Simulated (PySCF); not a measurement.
Question: What does the PBE0-D3(BJ)/def2-SVP structure of `C#CC=C=CC#C` look like in three dimensions?

Answer: 
```xyz
11
C7H4 angstrom
C      3.2016    0.3009   -0.6763
C      2.2490   -0.3163   -0.2487
C      1.1540   -1.0632    0.2738
C     -0.1076   -0.8327   -0.0201
C     -1.3715   -0.6178   -0.3158
C     -2.2279    0.2582    0.4116
C     -2.9815    0.9964    1.0100
H      4.0396    0.8530   -1.0592
H      1.3886   -1.8832    0.9678
H     -1.8040   -1.1433   -1.1795
H     -3.6420    1.6529    1.5454
```

Orientation and origin are arbitrary. Atoms count from 1 in this order. The 6 C–C bonds span 1.213 Å (C6≡C7, drawn triple) to 1.425 Å (C2–C3, drawn single), a spread of 0.212 Å.

Bonds between heavy atoms (Å): C1≡C2 1.213, C2–C3 1.425, C3=C4 1.316, C4=C5 1.316, C5–C6 1.425, C6≡C7 1.213.

The calculation used PBE0-D3(BJ)/def2-SVP geometry optimisation, gas phase (PySCF).

Point group: C2 (every atom within 0.08 Å of its image). No frequency check.

Hardware: Arm Neoverse V2, one thread, shared host. Cost: 21 s of wall time, 0.59 GiB resident at most. That covers the optimisation of the geometry.
